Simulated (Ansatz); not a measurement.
Molecule: sum formula H7Si3O2, charge -1, multiplicity 1. It need not be the lowest isomer of its formula. Whether it binds its extra electron was not tested at this geometry. 
Structure (B3LYP-D3(BJ)/def2-TZVP (Ansatz, a program for electronic structure) minimum search):
SMILES: [SiH3]O[SiH-]O[SiH3]
```xyz
12

Si    -0.0124    -1.3972    -0.6387
O      1.4448    -0.6241    -0.0380
Si     1.9834     0.8670     0.2377
O     -1.1891    -0.6200     0.4311
Si    -2.0600     0.7171     0.2023
H     -0.2465    -0.3877    -1.8269
H      1.7852     1.7981    -0.9118
H      1.3655     1.5257     1.4265
H      3.4539     0.8385     0.5125
H     -2.8319     1.0451     1.4426
H     -1.2462     1.9235    -0.1219
H     -3.0789     0.5924    -0.8831
```
Charge -1, spin multiplicity 1.

Basis-set convergence of Hartree-Fock and CCSD(T) correlation energies (hartree) with Ansatz. Correlated levels leave the core frozen unless marked. No spin-orbit coupling. Non-relativistic. This anion needs diffuse functions, which these sets lack.

| basis | functions | E(HF) | E(corr, CCSD(T)) |
|---|---|---|---|
| cc-pV(D+d)Z | 132 | -1020.75773 | -0.75811 |
| cc-pV(T+d)Z | 275 | -1020.86686 | -0.94616 |
| cc-pV(Q+d)Z | 512 | ___ | ___ |

**Question.** Fill in the missing entries.

**Answer.** 
- cc-pV(Q+d)Z, E(HF): -1020.89359
- cc-pV(Q+d)Z, E(corr, CCSD(T)): -1.00894
